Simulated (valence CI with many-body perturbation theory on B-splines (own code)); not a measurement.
Results of a calculation; reference values are marked as such.
Energy levels of Nd XI

Method: valence CI with perturbative core correlation (CI+MBPT): four valence electrons over a frozen Dirac-Fock core [Kr] 4d10, radial functions for each j: 7 s, 7 p, 7 d, 7 f, 4 g, 2 h, with the one-electron correlation potential Σ1 (screened to all orders), the two-electron term Σ2, the three-electron term Σ3, Breit, model QED; selected single and double excitations, second order for the rest, scaled by the run's own slope (own B-spline code, finite nucleus).

No measured levels were compared; by estimate terms of the open shell hold to a few per cent of their energy, and close levels can change places; configurations with another count of f electrons can be misplaced by thousands of cm⁻¹. Among the levels kept, up to 300 cm⁻¹ of a level comes from second order outside the variational space, and about a tenth of that is noise between levels of different J, which matters for small intervals.

Levels 181 to 212 of 212, with energies above the lowest level, 4f 5s2 5p 3G_3. "Leading %" is the weight of the configuration and term that name the level; weights of strongly mixed levels are sums over their largest components and can fall short. In the jj column 3d3/2^4 stands for four electrons in 3d with j = 3/2.

```
No.  Configuration  Term  J  E (cm⁻¹)  Leading %                   Leading jj      g
181         4f3 5s   5D°  1    210370         76      4f5/2 4f7/2^2 5s (39 %)  1.396
182      4f 5s 5p2   3F°  4    211550         21      4f5/2^2 5s 5p3/2 (24 %)  1.135
183         4f3 5s   1D°  2    211640         49      4f5/2 4f7/2^2 5s (32 %)  1.132
184         4f3 5s   3I°  5    211940         48      4f5/2^2 4f7/2 5s (66 %)  0.991
185         4f3 5s   5D°  4    212150         63      4f5/2 4f7/2^2 5s (37 %)  1.385
186         4f3 5s   1P°  1    212290         75            4f7/2^3 5s (53 %)  0.996
187      4f 5s 5p2   3F°  3    212520         23  4f7/2 5s 5p1/2 5p3/2 (39 %)  1.104
188         4f3 5s   3L°  7    212550         83      4f5/2 4f7/2^2 5s (46 %)  0.905
189         4f3 5s   3I°  6    212640         81      4f5/2^2 4f7/2 5s (45 %)  1.043
190         4f3 5s   3G°  5    212760         53      4f5/2 4f7/2^2 5s (79 %)  1.049
191         4f3 5s   3L°  8    212990         96      4f5/2 4f7/2^2 5s (61 %)  1.015
192         4f3 5s   3I°  7    213130         73      4f5/2 4f7/2^2 5s (69 %)  1.105
193      4f2 5s 5p   5P°  2    213540         48  4f5/2 4f7/2 5s 5p3/2 (34 %)  1.666
194      4f2 5s 5p   3D°  2    213930         26      4f7/2^2 5s 5p3/2 (24 %)  1.072
195         4f3 5s   3L°  9    214000         99      4f5/2 4f7/2^2 5s (99 %)  1.110
196      4f2 5s 5p   1D°  2    215080         14      4f7/2^2 5s 5p3/2 (21 %)  0.987
197         4f3 5s   3H°  4    215410         42  4f5/2 4f7/2 5s 5p3/2 (30 %)  1.059
198         4f3 5s   3H°  4    215840         42  4f5/2 4f7/2 5s 5p3/2 (37 %)  1.093
199      4f2 5s 5p   3D°  3    215940         27      4f7/2^2 5s 5p3/2 (23 %)  1.249
200         4f3 5s   3H°  6    216200         64      4f5/2^2 4f7/2 5s (32 %)  1.122
201         4f3 5s   3D°  2    216630         33      4f5/2 4f7/2^2 5s (21 %)  0.973
202         4f3 5s   3H°  5    216880         83      4f5/2 4f7/2^2 5s (44 %)  1.032
203      4f2 5s 5p   3K°  7    217440         53  4f5/2 4f7/2 5s 5p3/2 (71 %)  1.073
204         4f3 5s   3D°  1    217580         76      4f5/2^2 4f7/2 5s (39 %)  0.547
205         4f3 5s   3D°  3    217950         55            4f7/2^3 5s (25 %)  1.303
206      4f2 5s 5p   3F°  4    218360         44      4f7/2^2 5s 5p3/2 (77 %)  1.335
207         4f3 5s   3D°  2    218420         41      4f5/2 4f7/2^2 5s (24 %)  1.107
208      4f2 5s 5p   3H°  6    218920         30  4f5/2 4f7/2 5s 5p3/2 (47 %)  1.090
209         4f3 5s   3F°  3    219820         28  4f5/2 4f7/2 5s 5p3/2 (36 %)  1.225
210      4f 5s 5p2   3G°  3    220880         16  4f5/2 5s 5p1/2 5p3/2 (28 %)  1.033
211         4f3 5s   1L°  8    221100         97      4f5/2 4f7/2^2 5s (77 %)  1.000
212         4f3 5s   1I°  6    221230         86      4f5/2 4f7/2^2 5s (69 %)  1.017
```

Names give the largest LS component (configuration and term), which can be under half, so a name can repeat, a term be missing and a line seem to break the LS rules; names also repeat where a configuration has a term twice.

Where two levels of one J and parity lie close, their mixing, g and order are uncertain.
